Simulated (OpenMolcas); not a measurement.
A calculation on Rh.

| Quantity | Value |
| --- | --- |
| Program | OpenMolcas |
| Method | CASSCF |
| Basis | ANO-RCC-VQZP [8s7p5d3f2g1h] |
| Scalar Hamiltonian | DKH2, point nucleus |
| Active space | 9 electrons in 11 orbitals (4d 5s 5d) |
| State averaging | 2S+1 = 4 even, 17 roots; 2S+1 = 2 even, 29 roots kept (CI in the orbitals of an earlier block) |
| Spin-orbit coupling | state interaction with AMFI integrals over the reference wave functions, term energies averaged over their components |

**Question.** Which level of the active space comes out lowest?

**Answer.** 4d8 5s 4F 9/2, with 100 % of that term; it is also the measured ground level.

**Question.** How high does 4d8 5s 4P 5/2 lie?

**Answer.** 12662 cm-1 above the lowest level.

**Question.** How high does 4d9 2D 3/2 lie?

**Answer.** 10070 cm-1 above the lowest level; measured 5658 cm-1 above the ground level, so the calculation is off by +78 %.

**Question.** How high does 4d8 5s 4F 5/2 lie?

**Answer.** 2855 cm-1 above the lowest level; measured 2598 cm-1 above the ground level, so the calculation is off by +10 %.

**Question.** The level at 7953 cm-1 has J = 5/2. What is it made of, and what is its g factor?

**Answer.** 77 % 4d9 2D 5/2, 18 % 4d8 5s 2F, 4 % 4d8 5s 4P; g = 1.153, against 1.200 from Landé's formula for the pure leading term.

Measured values: NIST Handbook of Basic Atomic Spectroscopic Data.

Without dynamic correlation excited terms often stand tens of per cent too high (terms of higher spin than the ground term too low), and those without a measured partner can miss by more than the paired ones. Terms from blocks run as CI alone lack orbitals of their own. Active for correlation alone: 5d; no level in the range computed is led by a configuration that fills it, so any true level of that kind is missing. Computed and measured levels are paired by configuration, term and J; levels that our copy of the source lacks, or whose pairing is in doubt (as where it misses far off the trend of its configuration), stay unpaired and out of the deviations. Only configurations of the active space appear.
